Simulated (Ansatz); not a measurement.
Reaction (formal loss of a carbene): `C[CH2][Al]([CH3])[Cl]` → `[CH3][Al]([CH3])[Cl]` + `[CH2]` (triplet)

Calculated with Ansatz (gas phase, PBE0-D4/def2-TZVP geometries, no zero-point term in ΔE). CBS: MP2 limit from def2 TZ/QZ plus the TZ coupled-cluster correction, frozen cores. This one scheme is used for every species. Functionals use def2-TZVPP. B3LYP here is the variant with VWN-RPA as its local correlation; programs differ in this. HSE06 is defined as in plane-wave codes. Triplets are unrestricted, without spin–orbit coupling. One conformer a species, not always the lowest.

`C[CH2][Al]([CH3])[Cl]`:

```xyz
13

C    -0.795    0.830   -1.405
C    -0.472   -0.634   -1.110
Al    0.409   -0.976    0.598
C     0.897    0.385    1.897
Cl    0.855   -2.993    1.049
H    -1.286    0.954   -2.375
H     0.105    1.450   -1.419
H    -1.461    1.259   -0.652
H     0.163   -1.055   -1.901
H    -1.384   -1.244   -1.142
H     1.412   -0.033    2.764
H     0.008    0.916    2.254
H     1.548    1.141    1.444
```

`[CH3][Al]([CH3])[Cl]`:

Cartesian coordinates in Å:
```
C 1.201 -0.893 0.922
Al -0.020 -0.356 -0.490
C -1.168 1.210 -0.462
Cl -0.126 -1.570 -2.217
H 1.751 -1.804 0.676
H 1.929 -0.101 1.126
H 0.659 -1.066 1.858
H -0.945 1.869 -1.307
H -1.063 1.791 0.458
H -2.219 0.922 -0.564
```

`[CH2]` (triplet):

Z-matrix (Å, degrees):
```
C
H 1 1.079
H 1 1.079 2 134.9
```

```tsv
level	ΔE (kcal/mol)	difference from CCSD(T)/CBS
LDA (SPW92)	117.0	17.2
PBE-D4	101.4	1.6
BLYP-D4	98.1	-1.7
r2SCAN-D4	94.0	-5.8
B97M-V	99.3	-0.5
B3LYP-D4	98.1	-1.7
r2SCANh-D4	93.7	-6.1
HSE06-D4	99.4	-0.4
BHLYP-D4	95.3	-4.5
CAM-B3LYP-D4	99.0	-0.8
ωB97X-V	102.4	2.6
ωB97M-V	100.3	0.5
B2PLYP	97.3	-2.5
PBE-QIDH	98.9	-0.9
PBE	99.8	0.0
revPBE	93.8	-6.0
BLYP	94.7	-5.1
r2SCAN	93.6	-6.2
PBE0	98.0	-1.8
B3LYP	95.6	-4.2
r2SCANh	93.2	-6.6
r2SCAN0	92.7	-7.1
HSE06	98.2	-1.6
BHLYP	93.5	-6.3
CAM-B3LYP	97.6	-2.2
LC-ωPBE	97.0	-2.8
RPA@PBE/def2-TZVPP	96.2	-3.6
HF/def2-SVP	66.8	-33.0
MP2/def2-SVP	98.6	-1.2
CCSD/def2-SVP	94.6	-5.2
CCSD(T)/def2-SVP	96.6	-3.2
HF/def2-TZVPP	64.6	-35.2
MP2/def2-TZVPP	100.2	0.4
SCS-MP2/def2-TZVPP	100.5	0.7
CCSD/def2-TZVPP	94.6	-5.2
CCSD(T)/def2-TZVPP	97.3	-2.5
HF/def2-QZVPP	64.6	-35.2
SCS-MP2/def2-QZVPP	102.3	2.5
MP2/CBS(def2)	102.8	3.0
CCSD/CBS(def2)	97.2	-2.6
CCSD(T)/CBS	99.8	0
```

Largest T1 diagnostic among the species: 0.011.

At CCSD(T), def2-SVP lies −3.2 kcal/mol from the extrapolated value and def2-TZVPP −2.5 kcal/mol. Leaving LDA and LC-ωPBE aside and taking each functional with its dispersion term where it has one, the values, not all of them listed here, spread over 9.1 kcal/mol, from r2SCAN0-D4 to ωB97X-V. LDA lies +17.2 kcal/mol from PBE without D4.

CCSD(T)/CBS has its own doubt, a few kJ/mol and more with outer-core shells, so smaller differences from it don't rank the levels.
